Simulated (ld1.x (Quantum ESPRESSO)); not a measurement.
Results of a calculation; reference values are marked as such.
**Potentials for carbon compared**

Generated with ld1.x 7.5 (TM, RRKJ, ultrasoft, PAW), atompaw 4.2 or ONCVPSP 4.0.1. The cutoff is in Ry: for ld1.x and atompaw files where the sum of valence levels is converged to 10 mRy in a Bessel basis, for ONCV files where the hardest occupied wave has 1 mHa per electron of residual kinetic energy. The error is the largest all-electron minus pseudo excitation energy over each file’s own four to seven test configurations (ionisations up to +4, promotions, holes and added fractions of an electron), all of which were solved. The labels leave out finer settings (local radius, basis sizes, second energies), which also bear on the numbers. Spin-polarised tests are not counted. The rows are a selection from randomly drawn settings: files with unsolved tests, undetermined cutoffs or missed reference levels are left out.

```csv
potential,cutoff (Ry),largest error (meV),bound ghosts
"TM, PBE, non-relativistic, rc 0.90/1.40 (sp), local smoothed, core correction yes, reference 2s2 2p2",55,+309,none
"TM, PBE, non-relativistic, rc 1.30/1.35 (sp), local p, core correction yes, reference 2s2 2p1",45,+176,none
"ultrasoft, PBE, non-relativistic, rc 1.25/2.15/2.05 (spd), local smoothed, core correction no, reference 2s2 2p2",15,+567,none
"PAW, PBEsol, non-relativistic, rc 1.30/3.20 (sp), local smoothed, core correction yes, reference 2s2 2p2",8,-16,none
"ultrasoft, PBE, scalar-relativistic, rc 1.15/1.50 (sp), local smoothed, core correction no, reference 2s2 2p1.5",25,+247,none
"TM, LDA (PZ), non-relativistic, rc 1.25/2.45/2.30 (spd), local s, core correction yes, reference 2s2 2p0",35,+1126,none
```

Task: Fill in the row for C: TM, PBEsol, non-relativistic, rc 0.80/1.40/1.20 (spd), local s, core correction no, reference 2s1 2p3.

Result: cutoff 90 Ry, largest error +373 meV, bound ghosts: none.

Task: Fill in the row for C: RRKJ, PBE, scalar-relativistic, rc 1.00/2.05/1.75 (spd), local d, core correction yes, reference 2s2 2p2.

Result: cutoff 50 Ry, largest error +764 meV, bound ghosts: none.

Task: Fill in the row for C: RRKJ, LDA (PZ), scalar-relativistic, rc 1.05/2.20/2.35 (spd), local d, core correction no, reference 2s2 2p1.5.

Result: cutoff 50 Ry, largest error +915 meV, bound ghosts: none.
